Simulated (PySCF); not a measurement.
**Calculated properties of `C=C1C=CC=C(C2CC2)C=C1`**

Species: C₁₁H₁₂.
SMILES with atom numbers: `[CH2:1]=[C:2]1[CH:3]=[CH:4][CH:5]=[C:6]([CH:7]2[CH2:8][CH2:9]2)[CH:10]=[CH:11]1` (hydrogens: H12, H13 on C1; H14 on C3; H15 on C4; H16 on C5; H17 on C7; H18, H19 on C8; H20, H21 on C9; H22 on C10; H23 on C11)

Among its groups: C=C double bond and cyclopropane ring.

PBE0-D3(BJ)/def2-SVP geometry optimisation, gas phase (PySCF):

```yaml
Rotational_constants_A_B_C: 2.956, 0.635, 0.545 GHz
```

From PBE0/def2-SVPD ground state and vertical TDDFT (core frozen in the response) (PySCF):

```yaml
Dipole_moment: 1.60 D
HOMO_energy: -5.36 eV
LUMO_energy: -1.81 eV
HOMO–LUMO_gap: 3.55 eV
Lowest_singlet_excitation: 2.55 eV (487 nm, f = 0.016)
Strongest_line_among_the_10_lowest_singlet_transitions: S8 at 5.93 eV (209 nm, f = 0.591)
Lowest_triplet_excitation_Tamm–Dancoff: 1.66 eV
Static_isotropic_polarisability: 142.3 au
Electronic_spatial_extent_⟨r²⟩_about_the_centre_of_nuclear_charge: 2101 bohr²
```

CAM-B3LYP/pcSseg-1 ground state and GIAO shieldings, non-relativistic (PySCF):

```yaml
13C_chemical_shifts_computed_TMS_as_zero_by_class: 160.1 (C6), 157.2 (C2), 149.6 (C11), 145.6 (C3), 141.4 (C10), 136.5 (C4), 127.5 (C5), 115.4 (C1), 17.7 (C7), 14.0 (C8/C9) ppm
1H_chemical_shifts_computed_TMS_as_zero_by_class: 5.80 (H23), 5.67 (H14), 5.40 (H22), 5.26 (H15), 4.50 (H16), 4.43 (H12), 4.42 (H13), 0.82 (H19/H20), 0.62 (H17), 0.31 (H18/H21) ppm
```

B3LYP/pcJ-1 indirect spin-spin coupling, non-relativistic, gas phase; spin–dipole term left out (PySCF):

```yaml
Largest_of_the_computed_one-bond_spin–spin_couplings_means_over_like_bonds: 13C–1H +169.8 (C8–H18 and 1 like it), 13C–1H +169.8 (C8–H19 and 1 like it), 13C–1H +169.6 (C1–H13), 13C–1H +169.6 (C1–H12), 13C–1H +166.5 (C7–H17), 13C–1H +161.8 (C3–H14), 13C–1H +160.4 (C4–H15), 13C–1H +160.3 (C10–H22) Hz
```

Monoisotopic mass from the formula: 144.0939 u.

The dipole matches unit charges of opposite sign 0.33 Å apart (1 e·Å = 4.8032 D). 1 of the 10 computed singlets lies in the visible range (750 to 380 nm, 1.65 to 3.26 eV), with an oscillator strength of 0.016. In wavenumbers S1 is 20500 cm⁻¹ (1 eV = 8065.54 cm⁻¹). The largest Löwdin shares of the LUMO are 0.17 on C11, 0.16 on C6, 0.15 on C3 and 0.14 on C5. The rotational constants make it an asymmetric top with κ = (2B − A − C)/(A − C) = -0.93, nearer the prolate limit (−1). S1 lies 1.00 eV below the HOMO–LUMO gap; its leading configuration is HOMO→LUMO, weight 0.99. The principal polarisabilities are 83.0, 125.5 and 218.4 au; their mean is the isotropic value. With B = h/(8π²I), that is 505.379 GHz u Å² over I, the principal moments of inertia are 171.0, 796.4 and 927.6 u Å² (most abundant isotopes); the inertial defect Ic − Ia − Ib is -39.8 u Å² (zero for a rigid planar frame, negative otherwise).

For the spin–spin coupling job (B3LYP/pcJ-1), the run took 52 s wall, 2.0 min CPU on 2 threads of an AMD EPYC 9B45, on a shared host, and the process peaked at 2.5 GiB of memory.

Conformer computed: `[CH2:1]=[C:2]1[CH:3]=[CH:4][CH:5]=[C:6]([CH:7]2[CH2:8][CH2:9]2)[CH:10]=[CH:11]1`: C5–C6–C7–C8 -35°.

One conformer stands for the species.
